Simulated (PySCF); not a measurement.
## Relaxation of singlet CrH4

These are results of PySCF, PBE0, basis Cr def2-TZVP, H def2-TZVP (no relativity, density fitting), not measurements. A (50,194) grid was used.

A start displaced from a saddle point along its imaginary mode, of Cs symmetry, held to at least that symmetry:

Coordinates in bohr (charge 0 multiplicity 1):
```
Cr    0.0000    0.0134    0.0493
H     2.5395   -0.2269    1.7247
H    -2.5395   -0.2268    1.7247
H     0.0000    0.7467   -3.0159
H     0.0000   -0.9837   -2.9718
```

Question: What forces act on the atoms at the start (eV/Å)?

Answer: 
```json
{"atom": "Cr1", "Fx": "0.00", "Fy": "0.50", "Fz": "0.16"}
{"atom": "H2", "Fx": "-0.05", "Fy": "-0.16", "Fz": "-0.06"}
{"atom": "H3", "Fx": "0.05", "Fy": "-0.16", "Fz": "-0.06"}
{"atom": "H4", "Fx": "0.00", "Fy": "-0.19", "Fz": "-0.05"}
{"atom": "H5", "Fx": "0.00", "Fy": "0.01", "Fz": "0.02"}
```

Question: What does it relax to?

Answer: It ends at Cs with Cr–H 1.608 Å (×2), Cr–H 1.708 Å, Cr–H 1.712 Å, H–H 0.846 Å; Cr–H–H 75.4°, Cr–H–H 75.9°, H–Cr–H 28.6°, H–Cr–H 105.0° (×2), H–Cr–H 112.0°, H–Cr–H 117.7° (×2) (after a last refinement on a finer grid). A frequency run shows 1 imaginary mode, down to 251i cm⁻¹, so it is a saddle point. Other isomers or separated fragments may lie lower.

Question: How much energy is released, and in how many steps?

Answer: 18.3 kJ/mol in 8 steps.

Stability towards spin polarisation was not tested. At this level a triplet minimum of Td symmetry lies 155 kJ/mol below this structure.

The relaxation took of the order of 22 core-seconds on a shared host.
